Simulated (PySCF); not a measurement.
SMILES C=[CH][AlH][Br] (PBE0/def2-SVP optimised geometry):

```
8

Al     0.261    -0.900     0.000
H      1.843    -0.900     0.000
Br    -0.809    -2.894    -0.001
C     -0.745     0.753     0.000
C     -0.085     1.923    -0.001
H     -1.843     0.791     0.001
H     -0.597     2.894    -0.002
H      1.012     1.975    -0.002
```

Computed with PySCF with PBE0/def2-TZVP.

Q: What are the frontier orbital energies and the dipole moment?

A: HOMO-2 -8.76 eV, HOMO-1 -8.32 eV, HOMO -8.10 eV, LUMO -1.72 eV, LUMO+1 0.14 eV; dipole moment 2.04 D.

On the same geometry PySCF 2.14.0 with PBE/def2-TZVP gives HOMO-2 -7.53 eV, HOMO-1 -7.20 eV, HOMO -6.84 eV, LUMO -2.55 eV, LUMO+1 -0.83 eV; dipole moment 1.95 D.

Meta-Löwdin charges at PBE0/def2-TZVP: Al1 0.67, H2 -0.14, Br3 -0.31, C4 -0.40, C5 -0.19, H6 0.13, H7 0.12, H8 0.12.
